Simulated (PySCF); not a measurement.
2-bromo-1,1-difluoroethane (C2H3BrF2), SMILES FC(F)CBr. Coordinates come from a PBE-D3(BJ)/def2-SVP optimisation. The values are those of a single conformer.

Calculation: PBE-D3(BJ)/def2-SVP (PySCF).

Harmonic wavenumbers (cm⁻¹): 98, 172, 319, 444, 544, 700, 828, 986, 1069, 1114, 1171, 1193, 1330, 1366, 1389, 2986, 3036, 3116. Rotational constants (GHz): 8.846, 1.358, 1.222; symmetry number 1.

Problem. Work out the zero-point energy and the ideal-gas rigid-rotor harmonic-oscillator thermochemistry at 298.15 K and 1 atm.

Solution. ZPE = ½ Σ hcν = ½ × 21860 cm⁻¹ = 31.25 kcal/mol. H − E(el) = 35.21 kcal/mol. Entropy in cal/(mol K): translation 40.82, rotation 27.48, vibration 9.47, total 77.77. G − E(el) = 12.03 kcal/mol. Cp = 19.14 cal/(mol K). Modes under 150 cm⁻¹ make the vibrational entropy uncertain.
